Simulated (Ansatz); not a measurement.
Geometry optimisation, Ansatz, RKS PBE/def2-SVP.

The input (input.yaml):

```yaml
crystal:
  periodic: [false, false, false]
  atoms:
    - { symbol: Ta, position_ang: [-0.536366, -0.638621, 0.21417] }
    - { symbol: "N", position_ang: [2.691294, 0.207978, 0.221706] }
    - { symbol: H, position_ang: [3.099734, 0.686303, 1.036677] }
    - { symbol: H, position_ang: [3.21204, 0.500902, -0.616135] }
    - { symbol: Cl, position_ang: [-0.137993, -0.200294, 2.5053] }
    - { symbol: Cl, position_ang: [0.011082, -0.759564, -2.050849] }
    - { symbol: O, position_ang: [-0.838898, 1.222098, 0.052792] }
    - { symbol: H, position_ang: [-0.598139, 2.021328, 0.559538] }
    - { symbol: Cl, position_ang: [-2.644909, -1.502257, 0.234214] }
    - { symbol: Br, position_ang: [0.934573, -2.777565, 0.594419] }
    - { symbol: H, position_ang: [2.849682, -0.816011, 0.352567] }
basis:
  gaussian: { orbitals: def2-SVP }
hamiltonian:
  xc: pbe
relax:
  f_tol: 0.03
  max_steps: 50
```

Launched with:

```bash
$ ansatz run input.yaml --threads 4 --pin off --max-ram 5120MiB --backend cpu --events-out ev --progress --plain --runs-dir out
```

Q: Where does it end, and by what steps?

A: The forces met the threshold. After 14 steps the energy has fallen by 0.808 eV; H4 moved furthest, 0.86 Å. Joined: Ta1–N2 (3.34 → 2.37 Å).

| step | energy less start (eV) | largest force component (eV/Å) | accepted |
| --- | --- | --- | --- |
| 0 | 0.0000 | 1.081 | yes |
| 1 | -0.2468 | 0.523 | yes |
| 2 | -0.5106 | 0.661 | yes |
| 3 | -0.7131 | 0.866 | yes |
| 4 | -0.7582 | 0.790 | yes |
| 5 | -0.7755 | 0.391 | yes |
| 6 | -0.7829 | 0.494 | yes |
| 7 | -0.8002 | 0.223 | yes |
| 8 | -0.8029 | 0.117 | yes |
| 9 | -0.8054 | 0.075 | yes |
| 10 | -0.8062 | 0.033 | yes |
| 11 | -0.8066 | 0.091 | yes |
| 12 | -0.8073 | 0.030 | yes |
| 13 | -0.8074 | 0.032 | yes |
| 14 | -0.8076 | 0.023 | yes |

```xyz
11
Properties=species:S:1:pos:R:3
Ta -0.086 -0.601 0.209
N 2.203 0.023 0.211
H 2.479 0.370 1.141
H 2.406 0.757 -0.482
Cl 0.119 -0.040 2.534
Cl 0.387 -0.844 -2.084
O -0.386 1.279 -0.032
H -0.513 1.980 0.634
Cl -2.285 -1.316 0.191
Br 0.917 -2.874 0.783
H 2.801 -0.789 -0.001
```

Whether the end is a true minimum wasn't checked by a vibrational analysis.

Run time: 48 s on 4 threads of Arm Neoverse V2, on a shared host, peak memory 0.29 GiB.
